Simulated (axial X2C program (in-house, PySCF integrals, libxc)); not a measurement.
# Photoelectron levels of SbAs by EOM-IP-CCSD

Calculated with an in-house all-electron X2C program for linear molecules (integrals from PySCF): two-component X2C with atomic mean-field Coulomb and Gaunt terms, Gaussian nuclei, basis Sb dyall-cv3z, As dyall-cv3z with contracted cores.

R = 2.101 Å (0.920 times 2.284 Å, the PBE0 minimum at charge 0 for the lowest determinant).

Vertical ionisation energies of SbAs to the states of SbAs⁺:

```
Ω of SbAs⁺  vertical IE (eV)  above lowest (cm⁻¹)                   ionised spinor  one-hole weight
       1/2             9.465                    0   39% As pσ, 34% Sb pσ, 9% Sb sσ             0.95
       3/2             9.491                  204             51% As pπ, 42% Sb pπ             0.96
       1/2             9.819                 2851             45% Sb pπ, 39% As pπ             0.96
       1/2            14.032                36836  37% Sb sσ, 24% As sσ, 18% As pσ             0.72
```

This point took 23 s on 1 thread of Arm Neoverse V1 (shared host).

Reference electrons by ω block (each with its −ω partner): 1/2: 27, 3/2: 12, 5/2: 3. 20 electrons of SbAs correlated (inner shells frozen), 82 natural virtual spinors (a truncated set); levels can be off by some tenths of an eV. Roots sought by Ω: (1/2: 4, 3/2: 3, 5/2: 1); rows need 60 % one-particle weight and stop where some Ω has no more roots. Missing are any skipped roots, higher Ω and states of a further excitation; these come out far too high here and may in truth be low or lowest. T1 of the reference 0.013 (Lee–Taylor). Number of frozen shells: Sb 4 s, 3 p, 1 d; As 3 s, 2 p, 1 d.
